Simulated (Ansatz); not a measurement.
Geometry optimisation, RHF/def2-SVP in Ansatz.

The input (input.yaml):

```yaml
crystal:
  periodic: [false, false, false]
  atoms:
    - { symbol: Al, position_ang: [0.0, 0.0, 0.0] }
    - { symbol: H, position_ang: [0.0, 0.0, 1.91] }
    - { symbol: Cl, position_ang: [1.9312, 0.0, -1.115] }
    - { symbol: Cl, position_ang: [-1.9312, 0.0, -1.115] }
    - { symbol: Cl, position_ang: [0.1058, -2.3986, 0.7978] }
    - { symbol: H, position_ang: [0.0433, -0.9822, 1.9502] }
basis:
  gaussian: { orbitals: def2-SVP }
hamiltonian:
  xc: hf
relax:
  f_tol: 0.15
  max_steps: 25
  restrain:
    - { distance: [0, 4], at: 2.23, k: 30.0 }
    - { distance: [5, 1], at: 0.66, k: 30.0 }
    - { distance: [0, 1], at: 2.76, k: 30.0 }
    - { distance: [5, 4], at: 2.57, k: 30.0 }
```

Launched with:

```bash
$ ansatz run input.yaml --threads 1 --pin off --max-ram 2048MiB --backend cpu --events-out ev --progress --plain --runs-dir out
```

Q: Where does it end, and by what steps?

A: It converged. The restraints hold the end off the free minimum. After 7 steps the energy has fallen by 2.842 eV (the restraints' own energy left out); Al1 moved furthest, 0.82 Å. Joined: H2–H6 (0.98 → 0.71 Å).

| step | energy less start (eV) | largest force component (eV/Å) | accepted |
| --- | --- | --- | --- |
| 0 | 0.0000 | 3.522 | yes |
| 1 | -0.9818 | 4.357 | yes |
| 2 | -1.7709 | 3.828 | yes |
| 3 | -2.4241 | 3.281 | yes |
| 4 | -2.7642 | 2.419 | yes |
| 5 | -2.8372 | 1.292 | yes |
| 6 | -2.8573 | 1.440 | no |
| 7 | -2.8421 | 1.459 | yes |

```xyz
6
Properties=species:S:1:pos:R:3
Al 0.025 -0.684 -0.443
H 0.010 0.122 2.194
Cl 1.818 0.234 -0.945
Cl -1.801 0.171 -0.938
Cl 0.062 -2.647 0.508
H 0.035 -0.578 2.052
```

The run took 11 s on 1 thread of Intel(R) Xeon(R) CPU @ 2.60GHz (Ice Lake), on a shared host, peak memory 0.18 GiB.
